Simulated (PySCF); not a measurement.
SMILES BCC(F)(F)F (C2H4BF3) at its CAM-B3LYP/def2-SVP optimised geometry (Å):

```
10

B     -1.3738    -0.5526    -1.2786
C      0.1839    -0.4977    -1.1727
C      0.7494     0.2496     0.0000
F      2.0885     0.2496     0.0000
F      0.3549     1.5296     0.0000
F      0.3555    -0.2893     1.1612
H     -2.0885    -0.0256    -0.4671
H     -1.8650    -1.1430    -2.2068
H      0.5851    -0.0572    -2.1023
H      0.5762    -1.5296    -1.1613
```

Calculation: CAM-B3LYP/def2-TZVP in PySCF. Cells within 0.4 Å of a nucleus heavier than hydrogen are left out (blank, or x).

Map of the deformation density (molecule minus spherical neutral atoms) (e/bohr³) on the plane z = 0.0 Å:

```
|44444444444444444444444444444|
|44444444444444444444444444444|
|44444444444444444444444444444|
|44444444444444444444444444444|
|44444444444444444444444444444|
|44444444444444444444444444444|
|44444444444443333444444444444|
|44444444444443323444444444444|
|44444444444443206444444444444|
|44444444444444xxx533344444444|
|444444433333447xx433344444444|
|44444333333333479423444444444|
|44443333333332247235693334444|
|4444333333333200xx86xx0234444|
|4444333344333214xx55xx2334444|
|44443334443332233013564344444|
|44443333433332222123444444444|
|44443333333333222233344444444|
|44444333333333333333344444444|
|44444333333333333333344444444|
|44444433333333333333444444444|
|44444443333333333334444444444|
|44444444444433333344444444444|
|44444444444444444444444444444|
|44444444444444444444444444444|
|44444444444444444444444444444|
|44444444444444444444444444444|
|44444444444444444444444444444|
|44444444444444444444444444444|
```
Scale: ten equal steps from -0.034 (start of '0') to 0.050 (end of '9'), in the order '0123456789'; x runs from -4.50 to 4.50, y from -4.50 (bottom) to 4.50 (top).
